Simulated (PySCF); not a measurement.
SiFBr, SMILES [Si](F)Br (connectivity only; charge and spin as stated), neutral, multiplicity 1.

Geometry optimised at ωB97X-D3(BJ)/def2-TZVP.

Vertical ionisation energy (IE) and electron affinity (EA) in eV. Rows of orbital energies are one-electron estimates. Where ΔSCF, EOM or ADC give a negative EA the extra electron is unbound and the value depends on the basis.

```
level                                            IE    EA
--------------------------------------------  -----  ----
−ε(HOMO), −ε(LUMO), ωB97X/def2-TZVPD (PySCF)  10.08  0.61
ADC(2)/aug-cc-pVDZ (PySCF)                     9.84  0.73
```

Q: Beyond the first one, list the lowest photoelectron lines from ADC(2)/aug-cc-pVDZ (PySCF) with their pole strengths (two spins summed). (An estimate is asked for; the answer gives what the named calculation found.)

A: 10.89 eV (1.80), 11.17 eV (1.81), 13.96 eV (1.76), 14.68 eV (1.71), 14.77 eV (1.71).
